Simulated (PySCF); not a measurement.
## How methods differ on the interval between two levels of Tm⁺

Tm⁺ [Xe] 4f13 6s1 [3F4, M_J = 4] → Tm⁺ [Xe] 4f12 6s2 [3H6, M_J = 6], as a difference of total energies. Computed with PySCF 2.14 in x2c-TZVPall-2c with one added diffuse shell each of s, p, d, f type (12s12p11d5f1g, 147 functions), with the two-component X2C-1e Hamiltonian. Correlated levels: [Ar] 3d10 frozen; the 18 highest virtual spinors dropped. "Screened" scales the spin-orbit matrix elements by Boettger's factors to mimic the two-electron term; Breit and QED terms are absent.

```tsv
method	interval between two levels (cm⁻¹)
GHF (screened spin-orbit)	-15262
GMP2 (screened spin-orbit)	21815
```

The labels give the starting determinants; with spin-orbit coupling the two ends relaxed to ⟨J²⟩ = 20.01, ⟨L²⟩ = 12.11, ⟨S²⟩ = 2.10 and ⟨J²⟩ = 42.04, ⟨L²⟩ = 30.28, ⟨S²⟩ = 2.11.
